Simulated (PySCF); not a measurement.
Be(SH)2 (BeH2S2), SMILES [SH][Be][SH].

Coordinates come from a r2SCAN-D4/def2-TZVP optimisation. Other conformers were not sampled.

The numbers are results of r2SCAN-D4/def2-TZVP run with PySCF, not measurements.

Frequencies are harmonic and unscaled.

```csv
mode,ν (cm⁻¹),IR (km/mol),Raman (Å⁴/amu),depolarisation,moving atoms (share of kinetic energy)
1,197,26.6,0.5,0.75,"Be 76 %, H 13 %, S 11 %"
2,198,27.1,1.0,0.42,"Be 75 %, H 14 %, S 11 %"
3,206,9.5,0.2,0.74,H 97 %
4,362,0.1,12.8,0.13,S 95 %
5,625,0.4,0.3,0.75,"H 84 %, Be 12 %"
6,628,0.0,3.2,0.63,"H 81 %, Be 11 %"
7,1034,294.9,0.2,0.75,"Be 87 %, S 13 %"
8,2676,5.2,72.1,0.75,H 97 %
9,2677,1.6,133.0,0.05,H 97 %
```
